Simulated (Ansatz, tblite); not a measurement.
Cost and result up the ladder for BiH2(OEt) (C₂H₇BiO) (11 atoms). The state is a singlet with charge 0. Geometry: PBE0-D4/def2-SVP.

```xyz
11

Bi    1.212   -1.478    1.817
H     2.953   -1.316    1.391
H     1.280    0.102    2.703
O     0.619   -0.621   -0.021
C    -0.557    0.135   -0.022
C    -0.852    0.565   -1.443
H    -1.428   -0.435    0.372
H    -0.464    1.036    0.624
H    -1.772    1.169   -1.492
H    -0.017    1.162   -1.840
H    -0.976   -0.317   -2.090
```

Ansatz on 4 threads of Arm Neoverse V2 on a shared host; xTB runs through tblite on one thread. Times are rough, summed over both states, and most runs start from the orbitals of an earlier one. PBE0-D4/def2-TZVP serves as the yardstick here, not as an exact answer. The other state is a triplet.

In the def2 sets Bi takes a core potential; there is no spin–orbit coupling. The xTB rows come from tblite.

xTB has no spin-polarisation term.

| level | functions | wall time | vertical triplet (eV) | difference from PBE0-D4/def2-TZVP (eV) |
| --- | --- | --- | --- | --- |
| GFN2-xTB | 23 | 0.004 s | 6.12 | 2.41 |
| GFN1-xTB | 30 | 0.008 s | 7.01 | 3.29 |
| PBE-D4/def2-TZVP (with forces) | 185 | 5 s | 3.56 | -0.16 |
| PBE0-D4/def2-TZVP | 185 | 7.7 s | 3.72 | 0.00 |
| r2SCAN-D4/def2-TZVP | 185 | 10 s | 3.63 | -0.09 |
